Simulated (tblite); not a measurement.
Species: C3H8GeSi.
SMILES with atom numbers: `[CH:1]#[C:2][GeH2:3][CH2:4][SiH3:5]` (hydrogens: H6 on C1; H7, H8 on Ge3; H9, H10 on C4; H11, H12, H13 on Si5)

Computed with GFN2-xTB (tblite), gas phase: nudged elastic band of 9 images (0 to 8), spring 0.2 eV/Å², climbing image at the end, force threshold 0.05 eV/Å. The top image wasn't refined or checked by frequencies; at this threshold it can lie a kcal/mol or more above the true saddle point of the method.

Path: rotation about Ge3–C4 (germanium bonded to 2 C and 2 H, sp3 carbon bound to silicon), followed by the dihedral C2–Ge3–C4–Si5, from 62° to -178°. Start geometry (image 0):
```
atom  x, y, z in Å
C1      2.896   -0.136    0.825
C2      1.951    0.442    0.357
Ge3     0.438    1.294   -0.412
C4     -0.895   -0.045   -0.960
Si5    -1.567   -1.066    0.494
H6      3.727   -0.632    1.240
H7     -0.102    2.257    0.610
H8      0.940    2.107   -1.581
H9     -1.716    0.465   -1.464
H10    -0.437   -0.707   -1.695
H11    -2.229   -0.174    1.451
H12    -2.542   -2.027   -0.031
H13    -0.468   -1.776    1.149
```

The first guess turns that dihedral rigidly in even steps and adds one set of random displacements (0.04 Å standard deviation a coordinate) to every inner image. Energies of the images above image 0 (eV) in the early part of the optimisation:

```json
{"iteration": "0", "1": "1.198", "2": "1.215", "3": "1.223", "4": "1.216", "5": "1.194", "6": "1.165", "7": "1.143", "8": "0.006"}
{"iteration": "10", "1": "0.057", "2": "0.079", "3": "0.097", "4": "0.100", "5": "0.088", "6": "0.065", "7": "0.046", "8": "0.006"}
{"iteration": "20", "1": "0.040", "2": "0.061", "3": "0.079", "4": "0.084", "5": "0.072", "6": "0.051", "7": "0.034", "8": "0.006"}
```

Question: Where does the band end, and how far was the first guess from it?

Answer: Final energies, images 1 to 8: 0.011, 0.031, 0.050, 0.056, 0.046, 0.027, 0.011, 0.007 eV. The highest point drops from 1.22 eV (image 3) to 0.056 eV (image 4), by 1.17 eV. Image 4 moved by 0.05 Å rms, its dihedral from 123° to 123°. The end images are fixed. The true force on the top image ends at 0.043 eV/Å, and the largest on any image at 0.05 eV/Å; away from the top, the method drives only the force across the path to zero. The last saved iteration is 50.

The cost below is that of the whole band run. On one thread, Arm Neoverse V2 (aarch64) (shared host), this took 1.8 s of wall time and 0.18 GiB of memory at its peak.
